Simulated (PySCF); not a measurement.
Ionisation energies (eV) were calculated with PySCF 2.14 by LDA, PBE, UHF, in another order, as differences of total energies without spin-orbit coupling. The measured values are between term centres (NIST).

```
                                  species  measured       A       B       C
      V (aug-cc-pwCVTZ-DK, spin-free X2C)     6.732   6.385   6.174   6.468
    Mn⁺ (aug-cc-pwCVTZ-DK, spin-free X2C)    15.640  16.289  14.853  16.518
     Fe (aug-cc-pwCVTZ-DK, spin-free X2C)     7.904   7.827   6.430   8.134
 Zn (aug-cc-pwCVTZ-PP with ECP10MDF, ECP)     9.394   9.557   7.781   9.903
Ge⁺ (aug-cc-pwCVTZ-PP with ECP10MDF, ECP)    15.789  15.711  15.256  15.830
    Sr (aug-cc-pwCVTZ-X2C, spin-free X2C)     5.695   5.700   4.744   5.870
 Pd (aug-cc-pwCVTZ-PP with ECP28MDF, ECP)     8.512   8.780   6.228   9.227
    I⁺ (aug-cc-pwCVTZ-DK3, spin-free X2C)    18.750  18.738  17.675  19.052
```

Q: Which column is which method?

A: A is PBE (mean error 0.07 eV); B is UHF (mean error -1.16 eV); C is LDA (mean error 0.32 eV). PBE, with gradient corrections, lies close to experiment on average, with errors of both signs. Hartree-Fock lacks the correlation of the electron removed and comes out lowest. LDA overbinds the outer electron and comes out highest.
